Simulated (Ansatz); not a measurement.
C4H12Si (SMILES C[Si](C)(C)C), singlet, geometry from GFN2-xTB. Base run: Ansatz (a first-principles code) with HF/STO-3G.

The Ansatz input:
Ansatz 0.2 input:
```yaml
crystal:
  periodic: [false, false, false]
  atoms:
    - {symbol: C, position_ang: [-0.41778104, -1.21418858, -1.41267705]}
    - {symbol: Si, position_ang: [0.00000000, 0.00000000, -0.00000000]}
    - {symbol: C, position_ang: [0.00554135, 1.78528707, -0.67614402]}
    - {symbol: C, position_ang: [-1.31041007, -0.15385282, 1.37971233]}
    - {symbol: C, position_ang: [1.72264977, -0.41724567, 0.70910873]}
    - {symbol: H, position_ang: [-1.39396412, -1.00424407, -1.83950537]}
    - {symbol: H, position_ang: [-0.42931030, -2.24160426, -1.06128465]}
    - {symbol: H, position_ang: [0.30997764, -1.15221546, -2.21624356]}
    - {symbol: H, position_ang: [0.24035806, 2.50337027, 0.10386249]}
    - {symbol: H, position_ang: [-0.96211391, 2.05565595, -1.08813490]}
    - {symbol: H, position_ang: [0.74182785, 1.90768456, -1.46487309]}
    - {symbol: H, position_ang: [-2.30457514, 0.07745214, 1.00913662]}
    - {symbol: H, position_ang: [-1.33992132, -1.15990805, 1.78735734]}
    - {symbol: H, position_ang: [-1.10210317, 0.52516646, 2.20113401]}
    - {symbol: H, position_ang: [1.75423943, -1.42860695, 1.10324445]}
    - {symbol: H, position_ang: [2.49352738, -0.33921814, -0.05171446]}
    - {symbol: H, position_ang: [1.99205759, 0.25646756, 1.51702112]}
basis:
  gaussian:
    orbitals: STO-3G
hamiltonian:
  xc: hf
```

The base run was repeated with changes; each row names its change, and settings that it needs were set with it.

```json
[
 {"change": "base", "E (Eh)": "-442.29444"},
 {"change": "functional = B2GP-PLYP", "E (Eh)": "-443.40918"},
 {"change": "functional = pbe0; dispersion = d3bjatm", "E (Eh)": "-443.68673"},
 {"change": "functional = b3lyp", "E (Eh)": "-443.98444"},
 {"change": "functional = PBE0-DH", "E (Eh)": "-443.60750"},
 {"change": "functional = b3lyp5", "E (Eh)": "-443.79983"},
 {"change": "functional = pbe", "E (Eh)": "-443.56936"},
 {"change": "functional = hse06", "E (Eh)": "-443.65696"},
 {"change": "functional = pbe0", "E (Eh)": "-443.67484"},
 {"change": "functional = blyp; dispersion = d3bjatm", "E (Eh)": "-443.82423"},
 {"change": "functional = r2scan", "E (Eh)": "-443.85878"},
 {"change": "functional = B2PLYP", "E (Eh)": "-443.51758"},
 {"change": "functional = cam_b3lyp", "E (Eh)": "-443.84509"}
]
```

Totals shift with the method and basis; they matter in differences.
